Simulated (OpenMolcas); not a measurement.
## Fe3+: effect of the metal basis

Fe3+ with its 6 nearest oxide ions at 2.053 Å, on the Mg site of MgO (a = 4.2112 Å, distance in the model lattice 2.106 Å). The rest of the host is ab initio model potentials to 7.6 Å and point charges beyond; the distance is set by hand and nothing relaxes, and no local charge compensation is placed.

```
Program             : OpenMolcas 26.06
Method              : SS-CASPT2, IPEA 0.25 Eh, imaginary shift 0.1 Eh (closed shells correlated: 3s 3p and the ligand valence shells)
Spin-orbit coupling : RASSI with atomic mean-field integrals over the reference wave functions
```

Fixed: ligand basis ANO-RCC-VDZP, active space 5 electrons in 5 orbitals (3d), DKH2 Hamiltonian.

States (labels of O, the rotations of Oh). Energies in cm-1 above the lowest state or level, χT in cm3 K/mol.

| Run | Metal basis | Ground state | First gap with spin-orbit (degeneracies) | χT at 300 K | First state of another spin | Cost |
| --- | --- | --- | --- | --- | --- | --- |
| A | ANO-RCC-VDZP | 6A1 | 0 (2, 4) | 4.379 | 2T2 7400 | roughly 5 core-minutes |
| B | ANO-RCC-VTZP | 6A1 | 0 (2, 4) | 4.380 | 2T2 7830 | roughly 11 core-minutes |

Costs are those of the CASPT2 steps.

Roots that are degenerate in the reference are averaged as groups; the widest CASPT2 spread within a group is 240 cm-1 (the 3-fold group of multiplicity 2 near 40500 cm-1 above the lowest state of its run, B). Shifts and gaps below about the spread of the groups concerned are not significant. Over all roots computed the reference weight is 0.66 to 0.71 in A, 0.66 to 0.71 in B; a low but even weight reflects the number of correlated electrons. This shell can be high or low spin here, a state of another spin lies low, and with metal d orbitals alone active their balance is uncertain, so the ground spin may be wrong. Ligand-to-metal charge-transfer states are missing. These CASPT2 states fit no ligand-field parameters well, so their order and spin gaps are uncertain. With no ligand orbital active B as a rule stays too high, so bands that hang on it stand too high and its fall with covalency is understated. With one d shell and no ligand orbital active, 10Dq can be off by a tenth or more. No measured value stands beside these numbers; the geometry was set by hand and not optimised.
